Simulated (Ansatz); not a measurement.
A structure relaxed at r2SCAN-D4/def2-SVPD in Ansatz, charge -1, singlet:

```tsv
atom	x (Å)	y (Å)	z (Å)
Au1	0.3977	-1.2209	-0.5510
Au2	-0.6986	1.0997	0.4283
Au3	-1.7329	3.5309	1.2865
Au4	1.8485	-3.5141	-1.1476
H5	0.5679	0.5007	-0.5883
H6	0.2385	-2.9044	-0.6587
H7	3.1328	-4.3738	-1.5768
H8	-1.9091	1.7544	1.4167
H9	-1.8448	5.1275	1.3908
```

Problem. Give its formula.

Solution. the cluster H₅Au₄⁻.

Problem. Summarise the bond lengths by kind (pairs closer than 1.2 times the sum of covalent radii, bridged metal pairs left out).

Solution. 8 × Au–H 1.60 to 1.79 Å.

In the def2 sets Au takes a core potential; there is no spin–orbit coupling. The structure comes from a short search, and lower isomers may exist.
